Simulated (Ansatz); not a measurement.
Conformers of `CC(C)[O][SnH2][F]`, each relaxed with PBE0-D4/def2-TZVP in Ansatz. CBS adds the triple-zeta coupled-cluster correction to the MP2 limit.

Elements past krypton have def2 core potentials. Outer-core shells of Sn are correlated without core-valence functions. Spin–orbit coupling is left out.

Not all of them had a frequency check.

Conformer A:

```xyz
15

C     1.259   -0.302   -0.862
C    -0.200   -0.077   -0.513
C    -1.115   -1.018   -1.268
O    -0.428   -0.297    0.874
Sn    0.028    1.024    2.225
F    -0.938    2.598    1.686
H     1.553   -1.323   -0.604
H     1.911    0.390   -0.321
H     1.431   -0.151   -1.931
H    -0.475    0.956   -0.774
H    -2.156   -0.835   -0.996
H    -1.007   -0.882   -2.347
H    -0.871   -2.054   -1.021
H     1.660    1.503    2.179
H    -0.653    0.468    3.672
```

Conformer B:

```xyz
15

C     0.532   -1.009   -1.628
C     0.333   -0.075   -0.454
C     1.337   -0.326    0.655
O    -0.993   -0.266    0.021
Sn   -1.938    1.136    0.979
F    -1.043    1.336    2.672
H     1.536   -0.899   -2.046
H     0.402   -2.045   -1.304
H    -0.197   -0.802   -2.413
H     0.456    0.962   -0.812
H     2.358   -0.182    0.293
H     1.238   -1.351    1.019
H     1.172    0.350    1.498
H    -1.707    2.632    0.202
H    -3.486    0.540    1.316
```

Which is lowest in electronic energy at CCSD(T)/CBS (frozen core, def2 sets), and by how much? (An estimate is asked.)

Computed: B; A lies 2.1 kJ/mol higher.

Give the energies relative to B (kJ/mol) with PBE-D4/def2-TZVPP, r2SCAN-D4/def2-TZVPP, B3LYP-D4/def2-TZVPP, ωB97M-V/def2-TZVPP, B3LYP/def2-TZVPP, SCS-MP2/def2-TZVPP, HF/CBS(def2). (Estimate.)

Ansatz gave: 
```tsv
level	A
PBE-D4/def2-TZVPP	2.8
r2SCAN-D4/def2-TZVPP	2.6
B3LYP-D4/def2-TZVPP	2.4
ωB97M-V/def2-TZVPP	2.5
B3LYP/def2-TZVPP	2.2
SCS-MP2/def2-TZVPP	2.0
HF/CBS(def2)	1.0
```

B3LYP here is the variant with VWN-RPA as its local correlation; programs differ in this.
